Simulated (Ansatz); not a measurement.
A nudged elastic band was laid between two geometries of C2H6FSi (10 atoms, charge 1, multiplicity 1).

Theory: RKS PBE-D4/def2-SVP (Ansatz).

- movable images: 8
- climbing image: no
- spring: 5.0 eV/Å²
- optimiser: quadratic models (default)
- start path: IDPP
- force threshold: 0.03 eV/Å
- iteration limit: 56
- end points: relaxed

Image 0:

```xyz
10
Properties=species:S:1:pos:R:3
C -0.423 1.144 -0.835
C -0.002 -0.211 -0.551
F 0.123 -0.988 -1.571
Si 0.439 -1.004 1.179
H -0.041 1.868 -0.085
H -1.537 1.130 -0.656
H -0.260 1.453 -1.888
H -0.017 -2.423 1.092
H -0.215 -0.131 2.198
H 1.934 -0.839 1.117
```

Image 9:

```xyz
10
Properties=species:S:1:pos:R:3
C -0.991 0.667 -0.875
C 0.301 0.143 -0.487
F 1.252 0.296 -1.343
Si 0.801 -0.739 1.184
H -1.584 1.003 0.002
H -1.557 -0.235 -1.247
H -0.947 1.404 -1.702
H -0.480 -1.197 1.795
H 1.416 0.444 1.881
H 1.790 -1.787 0.792
```

Task: Which bonds break or form, and what moves?

Result: No bond is made or broken. The dihedral F3–C2–Si4–H8 goes from -36 to -162°. The two ends are copies of one structure, up to a mirror image or an exchange of like atoms.

Task: Give the energies along the band, and the barrier.

Result: The forces met the threshold. The highest image is number 5 of 0 to 9, 1.9 kJ/mol above the ends, which have the same energy within 2 meV. No image climbed, so the highest image needn't sit at the top of the path. Limits of this set-up: the dipole of an ion depends on the origin.

```tsv
image	path coordinate (Å)	energy (kJ/mol)	dihedral F3–C2–Si4–H8 (°)
0	0.00	0.0	-36
1	0.45	0.2	-49
2	0.89	0.7	-61
3	1.34	1.1	-74
4	1.78	1.5	-88
5	2.23	1.9	-103
6	2.67	1.8	-119
7	3.12	1.2	-135
8	3.56	0.3	-149
9	4.01	0.0	-162
```

Task: What is the geometry of the highest image?

Result: 
```xyz
10
Properties=species:S:1:pos:R:3
C -0.824 0.904 -0.824
C 0.259 -0.016 -0.543
F 0.937 -0.408 -1.565
Si 0.749 -0.816 1.177
H -1.063 1.557 0.040
H -1.731 0.245 -0.947
H -0.697 1.450 -1.782
H -0.375 -1.805 1.320
H 0.650 0.313 2.152
H 2.094 -1.424 0.971
```

The band took 6 iterations and about 2.5 core-minutes.

Time of the run: 2.5 min on 1 thread of Arm Neoverse V1, on a shared host, peak memory 0.12 GiB.
